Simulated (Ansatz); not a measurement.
Computed with Ansatz on PBE0-D4/def2-TZVP structures; ΔE is electronic, products minus reactants. CBS: MP2 limit from def2 TZ/QZ plus the TZ coupled-cluster correction, frozen cores. DFT in def2-TZVPP. B3LYP here is the variant with VWN-RPA as its local correlation; programs differ in this. For Ga outer-core shells are correlated without core-valence functions, which leaves a few kJ/mol of doubt a bond. Scalar relativity is left out up to krypton. One conformer a species, not always the lowest.

Reaction (redistribution): `[CH3][Ga]([CH3])[OH]` + `[CH3][Ga]([CH3])[O][SiH3]` → `[CH3][Ga]([CH3])[O][Ga]([CH3])[CH3]` + silanol

| level | ΔE (kcal/mol) | difference from CCSD(T)/CBS |
| --- | --- | --- |
| PBE-D4 | 4.2 | 0.1 |
| B97M-V | 5.0 | 0.9 |
| B3LYP-D4 | 4.3 | 0.2 |
| r2SCANh-D4 | 4.7 | 0.6 |
| CAM-B3LYP-D4 | 4.5 | 0.4 |
| ωB97X-V | 4.7 | 0.6 |
| PBE | 4.9 | 0.8 |
| BLYP | 5.2 | 1.1 |
| r2SCAN | 4.9 | 0.8 |
| B3LYP | 5.3 | 1.2 |
| r2SCANh | 5.0 | 0.9 |
| LC-ωPBE | 5.4 | 1.3 |
| CCSD/def2-SVP | 4.0 | -0.1 |
| SCS-MP2/def2-TZVPP | 3.6 | -0.5 |
| CCSD/def2-TZVPP | 4.1 | 0.0 |
| MP2/def2-QZVPP | 3.5 | -0.6 |
| CCSD(T)/CBS | 4.1 | 0 |

Largest T1 diagnostic among the species: 0.013.

In def2-TZVPP, CCSD(T) changes the Hartree–Fock value by −2.4 kcal/mol (the triples alone add −0.5 kcal/mol) and MP2 by −2.8 kcal/mol. The D4 term adds −1.0 kcal/mol with B3LYP and −0.7 kcal/mol with PBE0; it sums over pairs of atoms, weighted by their polarisabilities, and B3LYP, whose exchange is more repulsive, gets the larger term. Leaving LDA and LC-ωPBE aside and taking each functional with its dispersion term where it has one, the values, not all of them listed here, spread over 0.9 kcal/mol, from BLYP-D4 to B97M-V.
